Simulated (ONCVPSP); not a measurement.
**Bi (Z = 83): one change to an ONCV potential, before and after**

| Quantity | Value |
| --- | --- |
| Element | bismuth (Bi) |
| Generator | ONCVPSP 4.0.1 |
| Type | optimised norm-conserving Vanderbilt (ONCV) |
| Functional | LDA (Perdew-Zunger) |
| Relativity | fully relativistic |
| Frozen core | [Kr] 4d10 4f14 |
| Valence charge | 23 |
| Reference configuration | 5s2 5p6 5d10 6s2 6p2 (charge +1) |
| Partial waves | 5s+6s: rc 1.05 bohr, ncon 3, nbas 7, qcut 9 1/bohr, 2 projectors; 5p+6p: rc 1.60 bohr, ncon 4, nbas 9, qcut 7.4 1/bohr, 3 projectors, debl 2.3 Ha; 5d: rc 1.25 bohr, ncon 4, nbas 9, qcut 7.5 1/bohr, 1 projector |
| Local potential | polynomial inside 0.85 bohr (lpopt 4, dvloc0 0 Ha) |
| Core correction | polynomial model core, fcfact 0.75 |

Open shells are filled in proportion to 2j + 1.

Change: d: nproj 3. In the d channel the program set the typed energies aside and used -1.250, 0.250, 1.150 Ha (j = l + 1/2; the other j can differ).

Cutoffs: the cutoffs (Ha) at which the residual kinetic energy of the hardest occupied pseudo-wave falls to 1 and 0.1 mHa per electron; they do not see the model core or the augmentation charge, which bear on the density cutoff. Errors are all-electron minus pseudo energies relative to the spin-unpolarised reference configuration.

Q: What does the change do?

A: The potential gets neither clearly harder nor softer (39 Ha and 125 Ha → 39 Ha and 125 Ha); the errors of the 4 common tests hardly move; the range in which the d5/2 phases agree widens (upper end 3.8 → at the end of the scan); the range in which the d3/2 phases agree widens (upper end 3.9 → at the end of the scan); neither file shows a bound ghost.

| quantity | base | changed |
| --- | --- | --- |
| cutoff, loose | 39 Ha | 39 Ha |
| cutoff, tight | 125 Ha | 125 Ha |
| bound ghosts | none | none |
| GHOST(+) flags under 300 eV | s at 204.6 eV | s at 204.6 eV |
| error for 5s2 5p6 5d10 6s2 6p3, meV [ΔE -8.31 eV] | -0.3 | -0.4 |
| error for 5s2 5p6 5d10 6s2 6p1, meV [ΔE 15.75 eV] | -0.1 | -0.1 |
| error for 5s2 5p6 5d10 6s2 6p0, meV [ΔE 39.68 eV] | -1.7 | -1.9 |
| error for 5s2 5p6 5d10 6s0 6p5, meV [ΔE 11.93 eV] | +1.0 | +1.0 |
| s: phases at 1.07 bohr within 0.05 rad from the reference energy up to (Ha; the scan ends near 5) | to the end of the scan | to the end of the scan |
| p3/2: phases at 1.62 bohr within 0.05 rad from the reference energy up to (Ha; the scan ends near 5) | to the end of the scan | to the end of the scan |
| p1/2: phases at 1.62 bohr within 0.05 rad from the reference energy up to (Ha; the scan ends near 5) | to the end of the scan | to the end of the scan |
| d5/2: phases at 1.27 bohr within 0.05 rad from the reference energy up to (Ha; the scan ends near 5) | 3.8 | to the end of the scan |
| d3/2: phases at 1.27 bohr within 0.05 rad from the reference energy up to (Ha; the scan ends near 5) | 3.9 | to the end of the scan |
| rms error of d²Exc/dni dnj with the model core, mHa | 2.50 | 2.50 |
